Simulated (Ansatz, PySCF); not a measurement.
This Ansatz (a first-principles code) input computes a B3LYP/def2-TZVPD energy:

Ansatz 0.2 input:
```yaml
crystal:
  periodic: [false, false, false]
  atoms:
    - {symbol: N, position_ang: [-1.08372836, 0.34847019, 0.21841752]}
    - {symbol: C, position_ang: [0.04922519, -0.30284415, 0.14440779]}
    - {symbol: O, position_ang: [1.12873348, -0.05183555, -0.39476997]}
    - {symbol: H, position_ang: [-1.73912049, -0.20754205, 0.76279038]}
basis:
  gaussian:
    orbitals: def2-TZVPD
hamiltonian:
  xc: {name: B3LYP}
total_charge: -1
magnetization: {spin_polarized: true, initial_magnetization: 1}
output: {forces: true}
```

Task: Write an input for the same energy in PySCF and say what it gives.

Result: 
```python
from pyscf import gto, scf, dft

mol = gto.M(
    atom='''
    N    -1.08372836    0.34847019    0.21841752
    C     0.04922519   -0.30284415    0.14440779
    O     1.12873348   -0.05183555   -0.39476997
    H    -1.73912049   -0.20754205    0.76279038
    ''',
    basis='def2-tzvpd',
    charge=-1,
    spin=1,
    verbose=4,
)

mf = dft.UKS(mol, xc='b3lyp').density_fit(auxbasis='def2-universal-jkfit')
mf.grids.level = 3
mf.conv_tol = 1e-9
mf.max_cycle = 100
mf.max_memory = 1500
mf.kernel()
if not mf.converged:
    mf = mf.newton()
    mf.kernel(mf.make_rdm1())
for _ in range(2):
    mo, _, stable, _ = mf.stability(return_status=True)
    if stable:
        break
    mf.kernel(mf.make_rdm1(mo, mf.mo_occ))
mf.analyze()
```
It gives -168.74352 Eh, and Ansatz -168.74350 Eh, a difference of 0.02 mEh, from the treatment of integrals and grids.
